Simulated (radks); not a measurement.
Ge II, configuration [Ar] 3d9 4s2 4p1 4f1 (not the ground configuration).

All-electron calculation, scalar-relativistic Kohn-Sham, revPBE, spin-polarised, spherical densities, finite nucleus; open shells are filled with parallel spins first; Fermi nuclear charge, rms radius 4.0742 fm. Program: a radial shooting solver on a logarithmic mesh with Libxc functionals.

Energy parts (Ry):
total: -4194.15076
kinetic: 4270.33584
electron-nucleus: -10049.29786
Hartree: 1742.18937
exchange-correlation: -157.37810

Orbitals (lengths in bohr, moments of r in powers of bohr; <r^-3> diverges for s and p1/2):
| orbital | occ. | eigenvalue (Ry) | <r^2> | <r^-3> |
|---|---|---|---|---|
| 1s up | 1 | -807.8300 | 0.002973 | - |
| 1s down | 1 | -807.8260 | 0.002973 | - |
| 2s up | 1 | -103.0850 | 0.05203 | - |
| 2s down | 1 | -103.0224 | 0.05199 | - |
| 2p up | 3 | -90.33611 | 0.04137 | 993.7 |
| 2p down | 3 | -90.28732 | 0.04133 | 994.5 |
| 3s up | 1 | -14.49540 | 0.4416 | - |
| 3s down | 1 | -14.38802 | 0.4424 | - |
| 3p up | 3 | -10.58697 | 0.4794 | 137.7 |
| 3p down | 3 | -10.47996 | 0.4805 | 137.1 |
| 3d up | 5 | -4.19178 | 0.6131 | 15.14 |
| 3d down | 4 | -4.08139 | 0.6160 | 15.08 |
| 4s up | 1 | -2.17284 | 3.892 | - |
| 4s down | 1 | -2.06563 | 3.925 | - |
| 4p up | 1 | -1.41729 | 5.430 | 11.53 |
| 4p down | 0 | -1.31443 | 5.640 | 11.32 |
| 4d up | 0 | -0.51087 | 15.71 | 0.6143 |
| 4f up | 1 | -0.19312 | 78.41 | 0.003981 |
| 5s up | 0 | -0.56356 | 26.90 | - |
| 5p up | 0 | -0.41466 | 41.99 | 1.538 |

The highest occupied level is 4f up at -2.628 eV. The configuration is held as typed, so some empty levels lie below it. The electron density at the nucleus is 3.213e+04 e/bohr^3 (large components only). Spin moment in Bohr magnetons: 3. The spin density at the nucleus is -0.627 e/bohr^3 (1s -0.120, 2s -1.132, 3s 0.757, 4s -0.132).
